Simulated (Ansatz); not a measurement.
Harmonic frequencies (cm⁻¹) at PBE0-D4/def2-TZVP from Ansatz: 69, 142, 156, 207, 254, 296, 517, 645, 686, 692, 1073, 1115, 1124, 1377, 1449, 1484, 1505, 3027, 3088, 3138, 3566.

Each molecule was computed in one conformer, which needn't be the lowest.

(1) Which molecule is it?
A. `C[NH][Ge]([F])[F]`•
B. `C[C](F)CF`•
C. `O[B]O[SiH3]`•
D. `[CH3][SnH][I]`•

Answers

(1) A.
